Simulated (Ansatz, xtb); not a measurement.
**Two isomers of C3H11NOSi**

Structure a: `CC(C)O[SiH2]N`, a singlet. Structure b: `CCO[Si@H](C)N`, a singlet. Both are isolated molecules in the gas phase, relaxed with PBE0-D3(BJ)/def2-SVP; the shapes shown needn't be the lowest conformers.

a (Å):

```yaml
atoms:
  - { symbol: C, position_ang: [1.7401, -1.0120, -1.5424] }
  - { symbol: C, position_ang: [0.8242, -0.5981, -0.4070] }
  - { symbol: C, position_ang: [1.1408, -1.3187, 0.8937] }
  - { symbol: N, position_ang: [-2.2206, 0.1252, 1.3110] }
  - { symbol: O, position_ang: [-0.5088, -0.8684, -0.7955] }
  - { symbol: Si, position_ang: [-1.8138, 0.0769, -0.3614] }
  - { symbol: H, position_ang: [2.7939, -0.8111, -1.2972] }
  - { symbol: H, position_ang: [1.4820, -0.4653, -2.4609] }
  - { symbol: H, position_ang: [1.6246, -2.0885, -1.7425] }
  - { symbol: H, position_ang: [0.9482, 0.4936, -0.2412] }
  - { symbol: H, position_ang: [2.1716, -1.1158, 1.2224] }
  - { symbol: H, position_ang: [1.0235, -2.4053, 0.7586] }
  - { symbol: H, position_ang: [0.4493, -0.9977, 1.6865] }
  - { symbol: H, position_ang: [-1.5235, 1.4954, -0.7344] }
  - { symbol: H, position_ang: [-2.9403, -0.5211, -1.1219] }
  - { symbol: H, position_ang: [-1.7930, 0.7938, 1.9399] }
  - { symbol: H, position_ang: [-2.5634, -0.6892, 1.8067] }
```

b (Å):

```xyz
17

C    -0.1081    1.8720    2.2393
C     0.2730    0.4384    1.9476
C     0.1850   -2.4909   -0.0395
N    -2.5249   -2.4681    1.0472
O    -0.8548   -0.2710    1.5097
Si   -0.9204   -1.9396    1.3618
H    -0.8772    1.9119    3.0252
H     0.7656    2.4520    2.5736
H    -0.5204    2.3484    1.3372
H     1.0709    0.4134    1.1784
H     0.7016   -0.0286    2.8580
H    -0.4845   -2.5164    2.6727
H     0.1816   -3.5869   -0.1397
H    -0.1528   -2.0553   -0.9936
H     1.2245   -2.1658    0.1234
H    -3.2390   -2.3355    1.7550
H    -2.9156   -2.3245    0.1223
```

Quicker runs give these differences E(b) − E(a): GFN2-xTB +11.6 kcal/mol; HF/STO-3G −12.8 kcal/mol (at GFN2-xTB geometries); r2SCAN-D4/def2-SVP −8.6 kcal/mol (at GFN2-xTB geometries).

Question: Which of the two would you expect CCSD(T)/def2-SVP + ΔMP2/def2-TZVPP electronic energies to favour?

Answer: Structure b; the calculation gives E(b) − E(a) = −6.8 kcal/mol.

Level by level:

```
                             level              geometry  E(b) − E(a) (kcal/mol)  departure from the last row (kcal/mol)  job, with rough time for the two
                          GFN2-xTB              GFN2-xTB                     +11.6                                   +18.4              optimisation, 0.26 s
                         HF/STO-3G              GFN2-xTB                     −12.8                                    −6.0              single point, 0.36 s
                r2SCAN-D4/def2-SVP              GFN2-xTB                      −8.6                                    −1.8                 single point, 4 s
              PBE0-D3(BJ)/def2-SVP  PBE0-D3(BJ)/def2-SVP                      −6.2                                    +0.6                optimisation, 91 s
                       HF/def2-SVP  PBE0-D3(BJ)/def2-SVP                      −6.5                                    +0.3           part of the CCSD(T) run
                      MP2/def2-SVP  PBE0-D3(BJ)/def2-SVP                      −4.3                                    +2.5           part of the CCSD(T) run
                  CCSD(T)/def2-SVP  PBE0-D3(BJ)/def2-SVP                      −3.9                                    +2.9                      single point
CCSD(T)/def2-SVP + ΔMP2/def2-TZVPP  PBE0-D3(BJ)/def2-SVP                      −6.8                                                        single point, 69 s
```

As drawn, b has 1 C–Si, 1 C–H in place of 1 C–C, 1 Si–H.

GFN2-xTB puts the two in the other order. The largest departure from CCSD(T)/def2-SVP + ΔMP2/def2-TZVPP is that of GFN2-xTB, 18.4 kcal/mol. The last row adds to CCSD(T) the change of the MP2 difference between the two basis sets, here −2.9 kcal/mol.

With thermal terms from frequencies at re-optimised GFN2-xTB minima (ideal gas, soft modes damped towards free rotors, one conformer each, 298.15 K, 1 atm): the zero-point term adds +0.3 kcal/mol; ΔH is −5.9 and ΔG −7.7 kcal/mol.

The correlated steps freeze 10 core orbitals. Mirror images aren't counted in ΔG. Codes used: Ansatz 0.2.0, xtb 6.7.1; the last row on 4 threads of Arm Neoverse V1 on a shared host.
